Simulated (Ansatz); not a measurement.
Ideal-gas functions of `O/C=C(/F)I` at 500 K and 1 bar, from an Ansatz frequency run at PBE0-D4/def2-TZVP.

Molar mass 187.94 g/mol, point group Cs (symmetry number 1), electronic degeneracy 1, moments of inertia 117.884, 276.508, 394.393 u Å². Harmonic wavenumbers (cm⁻¹, unscaled): 168, 296, 301, 378, 468, 521, 598, 879, 1130, 1217, 1286, 1373, 1756, 3216, 3737.

Use S(trans) = R[1.5 ln M + 2.5 ln T − 1.1517]; rotational temperatures θ = 24.2544 K / I; S(rot) = R[ln(√π/σ · √(T³/θAθBθC)) + 1.5]; for each mode x = 1.438777 ν̃/T, S = R[x/(eˣ − 1) − ln(1 − e⁻ˣ)] and H = RT x/(eˣ − 1); 1 cm⁻¹ = 0.0119627 kJ/mol; R = 8.31446 J/(mol·K).

**Question.** By hand: the entropy, in J/(mol·K).

**Answer.** Translation 184.9. Rotation: θ = 0.2057, 0.0877, 0.0615 K, giving 123.0. Vibration, mode by mode: 14.44, 9.90, 9.76, 8.01, 6.44, 5.68, 4.76, 2.51, 1.42, 1.16, 0.99, 0.81, 0.32, 0.01, 0.00, in all 66.2. Electronic 0.0. Sum 374.1 J/(mol·K).

**Question.** By hand: H − E and G − E in kJ/mol, counted from the electronic energy.

**Answer.** Zero-point energy ½ × 17324 × 0.0119627 = 103.6; thermal vibration 18.9; translation, rotation and pV give 4 RT = 16.6. H − E = 139.1 kJ/mol, and G − E = 139.1 − 500 × 374.1/1000 = -48.0 kJ/mol.

Vibration gives 18 % of the entropy. The sum counts one conformer and one mirror image; others add a mixing term.
